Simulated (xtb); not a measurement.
xtb input:

```bash
xtb mol.xyz --gfn 2 --ohess tight --chrg -1 --uhf 0
```
mol.xyz:
```
9

C     -1.80389182     0.41490482     0.34281775
O     -0.46816203     0.48469208     0.68594697
B      0.46473358    -0.14286640    -0.21004346
O      0.22404975    -0.76335100    -1.29912396
O      1.76192305    -0.04958497     0.39695168
H     -2.18093023     1.45242207     0.22534752
H     -1.93103577    -0.10724145    -0.64905466
H     -2.41984577    -0.02222952     1.07838110
H      2.40878501    -0.45463761    -0.26529220
```

Task: What final total energy does it print?

Result: -17.91711 Eh (GFN2-xTB).

It need not be the lowest isomer of its formula. Whether it binds its extra electron was not tested at this geometry.
